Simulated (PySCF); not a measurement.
# Löwdin shares of the frontier orbitals

C₅H₇FOSi.
SMILES with atom numbers: `[F:1][CH2:2][Si@H:3]1[CH:4]=[CH:5][CH:6]=[CH:7][O:8]1` (hydrogens: H9, H10 on C2; H11 on Si3; H12 on C4; H13 on C5; H14 on C6; H15 on C7)

Geometry (GFN2-xTB, Å), atoms numbered from 1 in this order:
```
atom  x, y, z in Å
F1     3.3594   -0.5824   -0.4090
C2     2.4182    0.3886   -0.1255
Si3    0.6950   -0.1792   -0.7438
C4    -0.2382   -1.3275    0.3951
C5    -1.4693   -0.9651    0.7949
C6    -2.1021    0.2762    0.4296
C7    -1.4933    1.2424   -0.2690
O8    -0.2445    1.1794   -0.7419
H9     2.7570    1.2971   -0.6294
H10    2.4689    0.5547    0.9541
H11    0.8141   -0.6282   -2.1355
H12    0.1652   -2.2692    0.7360
H13   -2.0465   -1.6120    1.4451
H14   -3.1106    0.4480    0.7700
H15   -1.9777    2.1852   -0.4925
```

Level of theory: TDDFT PBE0/def2-SVPD, vertical, gas phase, core orbitals frozen in the response (PySCF).

Frontier orbitals with the atoms that hold most of them (Löwdin shares over 4%, at most four atoms; ? is withheld):

```csv
orbital,ε (eV),atoms
HOMO-3,-9.20,"C5 31%, C4 21%, C6 19%, O8 13%"
HOMO-2,-8.94,"C2 18%, F1 17%, Si3 17%, O8 11%"
HOMO-1,-8.57,"C4 20%, Si3 14%, C2 13%, O8 12%"
HOMO,-6.45,?
LUMO,-1.28,?
LUMO+1,0.14,"Si3 27%, C2 12%, H11 10%, F1 9%"
LUMO+2,0.74,"Si3 16%, C2 13%, C6 8%, C5 8%"
```

Problem. Which atoms hold the LUMO, and with what shares?

Solution. C4 (bonded to C, Si and H) 23%; C5 (bonded to 2 C and H) 22%; C7 (bonded to C, O and H) 18%; C6 (bonded to 2 C and H) 11%.

Problem. Which atoms hold the HOMO, and with what shares?

Solution. C6 (bonded to 2 C and H) 21%; C4 (bonded to C, Si and H) 20%; C7 (bonded to C, O and H) 18%; O8 (bonded to C and Si) 12%. By element: carbon 59% or more, oxygen 12%.

Problem. How does S1 compare with the orbital gap of 5.17 eV?

Solution. S1 is at 4.44 eV (f = 0.109), 0.73 eV below the gap, made of HOMO→LUMO (97%). 

Problem. One configuration dominates each of S1, S2 and S3. Which, and how do the shares of the two leading atoms of either orbital change from the occupied to the empty one?

Solution. 
- S1 (4.44 eV, f 0.109), HOMO→LUMO (97%): C6 21% → 11%, C4 20% → 23%, C5 at most 12% → 22%
- S2 (5.36 eV, f 0.0026), HOMO→LUMO+1 (98%): C6 21% → at most 9%, C4 20% → at most 9%, Si3 at most 12% → 27%, C2 at most 12% → 12%
- S3 (5.77 eV, f 0.0008), HOMO-1→LUMO (86%): C4 20% → 23%, Si3 14% → at most 11%, C5 at most 13% → 22%

Löwdin shares depend on the basis, the more so with diffuse functions.

One conformer stands for the species.
